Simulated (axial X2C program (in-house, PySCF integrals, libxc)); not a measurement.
Potential curves of InPt⁺, scalar-relativistic

Computed with an in-house all-electron X2C program for linear molecules (integrals from PySCF). Spin-free means the one-electron spin-free X2C Hamiltonian. Basis: Pt dyall-v2z [11s12p9d5f], In dyall-v2z [9s10p7d] (cores contracted in-house); Gaussian nuclei, density fitting, unrestricted open shells. Masses: Pt 194.965 u, In 114.904 u.

State: M_S = 0, Λ = 0 (closed shell). Energies in eV from the fragments at the same level (Pt + In+). Fits are polynomials in 1 − R0/R over 0.85 to 1.23 times the lowest point R0.

```tsv
R (Å)	HF	BLYP	BHandHLYP
2.3212	0.5279	-0.9914	-0.5893
2.4279	0.2626	-1.2286	-0.8029
2.5079	0.1696	-1.2930	-0.8578
2.5880	0.1348	-1.2940	-0.8553
2.6680	0.1385	-1.2539	-0.8162
2.7614	0.1731	-1.1750	-0.7426
2.8548	0.2266	-1.0783	-0.6537
2.9748	0.3087	-0.9443	-0.5310
3.1216	0.4151	-0.7836	-0.3827
3.3350	0.5628	-0.5741	-0.1853
```

One determinant describes the state; a PBE0 search over occupations chose it and may have missed a lower one. The closed shell is kept restricted, so the energy runs too high when the bond is stretched far. De is counted from the lowest determinant-based energies of the atoms at the same level, without counterpoise correction. PBE0 can misorder states that lie within some tenths of an eV, so this need not be the ground state of the molecule. The nearest other spin-free determinant of the search, M_S = 1, Λ = 2, lies 0.05 eV up at the distance of the search. Without a current term, density functionals place determinants with orbital angular momentum somewhat too high. With spin–orbit coupling the lowest determinant has another configuration, so this spin-free state is a model.

Q: What are Re, ωe and De at the HF level?

A: At HF, spin-free: Re = 2.617 Å, ωe ≈ 138 cm⁻¹, De = -0.13 eV to Pt + In+; Be follows as 0.034 cm⁻¹.

Q: Fit the BLYP curve near its minimum: give the equilibrium distance, the harmonic wavenumber and the well depth.

A: At BLYP, spin-free: Re = 2.548 Å, ωe ≈ 173 cm⁻¹, De = 1.30 eV to Pt + In+; Be follows as 0.0359 cm⁻¹.

Q: What are Re, ωe and De at the BHandHLYP level?

A: At BHandHLYP, spin-free: Re = 2.542 Å, ωe ≈ 166 cm⁻¹, De = 0.86 eV to Pt + In+; Be follows as 0.0361 cm⁻¹.
